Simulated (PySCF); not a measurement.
# Structure elucidation problem

An unknown has the formula C₆H₁₂OSi₂. Its calculated NMR data are:

¹H NMR (400 MHz, computed): δ 12.64 (t, 1H), 5.20 (m, 2H), 4.43 (d, 2H), 2.15 (q, 2H), 1.84 (m, 2H), 1.10 (t, 3H).

¹³C{¹H} NMR (computed): δ 245.8 (CH), 182.4 (C), 157.7 (C), 35.3 (CH2), 19.0 (CH2), 17.8 (CH3).

- structure optimised with GFN2-xTB
- shieldings: GIAO PBE0/pcSseg-1
- run in PySCF
- a single conformation, in vacuum, equivalent nuclei averaged, non-relativistic Hamiltonian

δ = σ(ref) − σ, references computed at the same level: ¹H and ¹³C against TMS.

**Question.** Deduce the structure.

**Answer.** 
1. The formula gives 3 degrees of unsaturation (1 ring in the answer).
2. 6 carbon signals for 6 carbons: no two carbons are equivalent.
3. Carbon types of the structure: 2 × C, 1 × CH, 2 × CH2, 1 × CH3, leaving 4 H on heteroatoms.
4. δC 245.8: carbonyl carbon.
5. δC 182.4, 157.7: fully substituted alkene carbon.
6. δC 35.3: allylic sp3 CH2; aliphatic region, no heteroatom directly attached.
7. δC 17.8: methyl carbon; a saturated carbon with 1 carbon neighbour and no heteroatom attached.
8. δH 12.64: hydrogen on a carbonyl carbon.
9. δH 2.15: hydrogen on an allylic sp3 CH2; allylic position.
10. δH 1.84: hydrogen on an allylic sp3 CH2 bonded to Si; allylic position.

Structure: `CCC1=C([SiH2]C=O)C[SiH2]1`.

This is the structure that produced the data.

Shifts are as computed. Against solution values, carbons near 30 ppm lie about +3 ppm off and those near 130 ppm about +5 ppm. Of 1309 compounds with measured shifts, 239 miss one by over three times the rms of a fit or turn the order of signals round; such compounds aren't used in these exercises. No couplings were computed; multiplicities are counted from neighbouring protons, with m where these are inequivalent, close in shift, in a saturated or five-membered ring or joined by F or P, and br s for small geminal =CH2 splittings.
